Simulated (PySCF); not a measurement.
Species: C6H16N2.
SMILES with atom numbers: `[CH3:1][CH2:2][C@@H:3]([CH3:4])[N:5]([CH3:6])[NH:7][CH3:8]` (hydrogens: H9, H10, H11 on C1; H12, H13 on C2; H14 on C3; H15, H16, H17 on C4; H18, H19, H20 on C6; H21 on N7; H22, H23, H24 on C8)

Geometry (PBE0-D3(BJ)/def2-SVP, Å), atoms numbered from 1 in this order:
```
atom  x, y, z in Å
C1     2.0283   -1.4246   -0.5508
C2     1.8891   -0.1845    0.3153
C3     0.4722    0.0447    0.8404
C4     0.3965    1.2682    1.7523
N5    -0.5036    0.0538   -0.2462
C6    -0.4159    1.1444   -1.1842
N7    -1.7976   -0.1735    0.2230
C8    -2.5748   -1.0240   -0.6437
H9     1.7484   -2.3300    0.0112
H10    3.0619   -1.5548   -0.9061
H11    1.3627   -1.3703   -1.4242
H12    2.5586   -0.2556    1.1889
H13    2.2305    0.7079   -0.2395
H14    0.1897   -0.8382    1.4371
H15    0.7033    2.1891    1.2307
H16    1.0580    1.1464    2.6235
H17   -0.6273    1.4092    2.1321
H18    0.6067    1.2370   -1.5786
H19   -0.7045    2.1293   -0.7533
H20   -1.0773    0.9485   -2.0422
H21   -2.2886    0.7066    0.4050
H22   -2.1165   -2.0234   -0.6848
H23   -2.6761   -0.6583   -1.6873
H24   -3.5878   -1.1291   -0.2253
```

Level: PBE0/pcSseg-1 in PySCF, non-relativistic, on one gas-phase PBE0-D3(BJ)/def2-SVP geometry that isn't relaxed in the solvent. The solvent is an IEF-PCM continuum (Bondi radii, 1.10 Å for H, scaled by 1.2). The model holds no explicit solvent molecules, cavitation or dispersion.

```
run  E − E(gas) (kcal/mol)  HOMO (eV)  HOMO–LUMO gap (eV)  dipole (D)
gas                   0.00      -6.13                7.46        1.13
  P                  -3.70      -6.13                7.62        1.70
  Q                  -2.45      -6.11                7.57        1.47
```

**Question.** The runs were made in chloroform and dimethylsulfoxide. Which run belongs to which solvent?

**Answer.** P = dimethylsulfoxide, Q = chloroform. The dielectric constants are 4.711 (chloroform), 46.83 (dimethylsulfoxide), and the energy falls further as ε rises. In this model the ground state sees the solvent through ε alone.

**Question.** How constant is the ratio of the lowering to (ε − 1)/(2ε + 1)?

**Answer.** 
```tsv
solvent	(ε − 1)/(2ε + 1)	E − E(gas) (kcal/mol)	ratio (kcal/mol)	polarisation term (kcal/mol)
chloroform	0.356	-2.45	-6.9	-2.68
dimethylsulfoxide	0.484	-3.70	-7.6	-4.28
```

The ratio changes by +10.8 % in size from chloroform to dimethylsulfoxide. The polarisation term is half the interaction of the solute with the induced surface charges.
